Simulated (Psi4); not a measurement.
C$_{2}$H$_{6}$Cl$_{2}$Si (SMILES C[Si](C)(Cl)Cl), singlet (typed; the unrestricted solution is spin-contaminated), at a GFN2-xTB geometry, with bond 5-2 at 3.0 times its length; HF/6-31G run with Psi4.

Psi4 was given this input:
```
memory 2 GB

molecule mol {
0 1
  C     1.394125   -1.534701   -0.233123
  Si   -0.022803   -0.299233    0.052260
  C    -1.598224   -1.143546    0.700870
  Cl    0.580086    1.101449    1.397209
  Cl   -1.296834    2.514400   -5.207851
  H     1.116935   -2.290885   -0.961479
  H     2.285294   -1.034511   -0.603397
  H     1.663628   -2.044661    0.686909
  H    -2.396331   -0.422537    0.857866
  H    -1.963340   -1.888237   -0.000041
  H    -1.416647   -1.642013    1.648346
}

set basis 6-31g
set reference uhf
set stability_analysis follow
set scf_type pk

energy('scf')
print_variables()
```

Task: Predict the main parts of the log of this Psi4 run.

Result: 
```
   => Loading Basis Set <=

    Name: 6-31G
    Role: ORBITAL
    Keyword: BASIS

         ---------------------------------------------------------
                                   SCF
               by Justin Turney, Rob Parrish, Andy Simmonett
                          and Daniel G. A. Smith
                              UHF Reference
         ---------------------------------------------------------

  ==> Geometry <==

    Molecular point group: c1
    Full point group: C1

    Geometry (in Angstrom), charge = 0, multiplicity = 1:

       Center              X                  Y                   Z               Mass
    ------------   -----------------  -----------------  -----------------  -----------------
         C            1.619716314097    -2.132815766460     0.740120638882    12.000000000000
         SI           0.202788314097    -0.897347766460     1.025503638882    27.976926534650
         C           -1.372632685903    -1.741660766460     1.674113638882    12.000000000000
         CL           0.805677314097     0.503334233540     2.370452638882    34.968852682000
         CL          -1.071242685903     1.916285233540    -4.234607361118    34.968852682000
         H            1.342526314097    -2.888999766460     0.011764638882     1.007825032230
         H            2.510885314097    -1.632625766460     0.369846638882     1.007825032230
         H            1.889219314097    -2.642775766460     1.660152638882     1.007825032230
         H           -2.170739685903    -1.020651766460     1.831109638882     1.007825032230
         H           -1.737748685903    -2.486351766460     0.973202638882     1.007825032230
         H           -1.191055685903    -2.240127766460     2.621589638882     1.007825032230

  Running in c1 symmetry.

  Rotational constants: A =      0.07660  B =      0.01416  C =      0.01354 [cm^-1]
  Rotational constants: A =   2296.33925  B =    424.53305  C =    405.98296 [MHz]
  Nuclear repulsion =  272.387374060368643

  Charge       = 0
  Multiplicity = 1
  Electrons    = 66
  Nalpha       = 33
  Nbeta        = 33

  ==> Algorithm <==

  SCF Algorithm Type is PK.
  DIIS enabled.
  MOM disabled.
  Fractional occupation disabled.
  Guess Type is SAD.
  Energy threshold   = 1.00e-06
  Density threshold  = 1.00e-06
  Integral threshold = 1.00e-12

  ==> Primary Basis <==

  Basis Set: 6-31G
    Blend: 6-31G
    Number of shells: 43
    Number of basis functions: 69
    Number of Cartesian functions: 69
[...]
    Wavefunction unstable!
    Rotating orbitals by 0.5 * pi / 2 radians along unstable eigenvector.
    Wavefunction unstable!
[...]
    Lowest UHF->UHF stability eigenvalues:
       A -0.138026

    Rotating orbitals by 0.5 * pi / 2 radians along unstable eigenvector.
    There's still a negative eigenvalue. Try modifying FOLLOW_STEP_SCALE
    or increasing MAX_ATTEMPTS (not available for PK integrals).

  ==> Post-Iterations <==

   @Spin Contamination Metric:   4.821828671E-01
   @S^2 Expected:                0.000000000E+00
   @S^2 Observed:                4.821828671E-01
   @S   Expected:                0.000000000E+00
   @S   Observed:                0.000000000E+00

    Orbital Energies [Eh]
    ---------------------

    Alpha Occupied:

[...]
    Alpha Virtual:

[...]
    Beta Occupied:

[...]
    Beta Virtual:

[...]
    Final Occupation by Irrep:
              A
    DOCC [    33 ]
    SOCC [     0 ]
    NA   [    33 ]
    NB   [    33 ]

  @UHF Final Energy: -1286.89672608783826

   => Energetics <=

    Nuclear Repulsion Energy =            272.3873740603686429
    One-Electron Energy =               -2317.3935608645024331
    Two-Electron Energy =                 758.1094607162956436
    Total Energy =                      -1286.8967260878382604

  UHF NO Occupations:
  HONO-2 :   31  A 1.9999996
  HONO-1 :   32  A 1.9999975
  HONO-0 :   33  A 1.7815094
  LUNO+0 :   34  A 0.2184906
  LUNO+1 :   35  A 0.0000025
  LUNO+2 :   36  A 0.0000004
  LUNO+3 :   37  A 0.0000004

Computation Completed

Properties will be evaluated at   0.000000,   0.000000,   0.000000 [a0]

Properties computed using the SCF density matrix

 Multipole Moments:

 ------------------------------------------------------------------------------------
     Multipole            Electronic (a.u.)      Nuclear  (a.u.)        Total (a.u.)
 ------------------------------------------------------------------------------------

 L = 1.  Multiply by 2.5417464519 to convert [e a0] to [Debye]
 Dipole X            :          0.7130317            0.8504027            1.5634344
 Dipole Y            :          9.2830388          -14.3387308           -5.0556920
 Dipole Z            :         -1.6032993            8.7295750            7.1262757
 Magnitude           :                                                    8.8762692

 ------------------------------------------------------------------------------------

  Variable Map:
  ----------------------------------------------------------------------------
[...]
  Array Variable Map:
  ----------------------------------------------------------------------------
[...]
[...]
```

The run did not converge; its last values are not results.
